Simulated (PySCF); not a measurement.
Si(F)(Cl)(Br)(OH) (BrClFHOSi), SMILES O[Si](F)(Cl)Br.

Geometry optimised at B3LYP-D3(BJ)/def2-SVP. The structure was generated by enumeration, and PubChem lists no compound with its InChIKey, so it may never have been made. The values are those of a single conformer.

Calculation: PySCF 2.14.0 with TDA-PBE/def2-SVPD.

Vertical excitations. Gas-phase values at a fixed geometry.

Computed UV-visible absorptions:
```csv
state,energy (eV),λ (nm),f,main pairs
S1,6.33,196,0.018,"HOMO−1→LUMO 68 %, HOMO→LUMO 30 %"
S2,6.33,196,0.027,"HOMO→LUMO 68 %, HOMO−1→LUMO 30 %"
S3,6.96,178,0.004,HOMO−2→LUMO 98 %
S4,7.14,174,0.002,HOMO−1→LUMO+1 95 %
S5,7.21,172,0.001,"HOMO→LUMO+1 78 %, HOMO−3→LUMO 16 %"
S6,7.31,170,0.041,HOMO−3→LUMO 77 %
S7,7.65,162,0.026,HOMO−4→LUMO 81 %
S8,7.82,158,0.008,HOMO−2→LUMO+1 86 %
S9,7.90,157,0.003,HOMO→LUMO+2 85 %
S10,7.95,156,0.018,"HOMO−5→LUMO 43 %, HOMO−1→LUMO+2 36 %, HOMO→LUMO+2 7 %"
T1,5.96,208,0,HOMO→LUMO 96 %
T2,5.98,207,0,HOMO−1→LUMO 97 %
T3,6.69,185,0,HOMO−2→LUMO 99 %
T4,6.90,180,0,"HOMO→LUMO+1 46 %, HOMO−3→LUMO 45 %"
```
Triplets are in the Tamm–Dancoff approximation.
